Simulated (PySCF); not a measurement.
Compound: C3H12N2Si2.
Z-matrix (Å and degrees, GFN2-xTB geometry), rows numbered from 1:
```
C 
C   1  1.4921
N   2  1.2483  1  128.20
Si  3  1.7199  2  136.06  1    -1.31
N   4  1.7369  3  104.53  2   133.75
C   5  1.4505  4  116.91  3    42.50
Si  5  1.7290  4  124.66  3  -156.98
H   1  1.0857  2  110.81  3    -0.51
H   1  1.0891  2  109.55  3  -121.90
H   1  1.0892  2  109.22  3   120.48
H   2  1.0946  1  114.51  3  -179.69
H   4  1.4687  3  102.97  2  -107.45
H   4  1.4637  3  119.93  2    16.28
H   6  1.0948  5  111.46  4    86.10
H   6  1.0907  5  110.17  4  -154.07
H   6  1.0873  5  109.91  4   -34.14
H   7  1.4670  5  106.84  4   148.88
H   7  1.4583  5  107.48  4    28.78
H   7  1.4713  5  111.84  4   -92.13
```

Computed at PBE0/pcSseg-1 (PySCF, non-relativistic), with Q(14N) = 0.02044 b: N3, 14N (I = 1): χzz = -4.636 MHz, η = 0.658; N5, 14N (I = 1): χzz = -3.792 MHz, η = 0.604.

Question: Find the zero-field quadrupole resonance frequencies of 14N at N3.

Answer: From ν± = (3/4)|χ|(1 ± η/3) and ν0 = |χ|η/2: ν+ 4.239 MHz, ν− 2.714 MHz, ν0 1.525 MHz (C=N nitrogen).

Question: Where would the pure quadrupole (NQR) lines of 14N at N5 fall for the rigid, isolated species?

Answer: From ν± = (3/4)|χ|(1 ± η/3) and ν0 = |χ|η/2: ν+ 3.416 MHz, ν− 2.272 MHz, ν0 1.144 MHz (nitrogen bridging silicon atoms).

In a crystal, neighbours and librations shift these lines. GFN2-xTB bond lengths can be off by several hundredths of an ångström, more for odd bonds, and the gradients follow them. These gradients aren't converged with respect to the basis.

One conformer stands for the species.
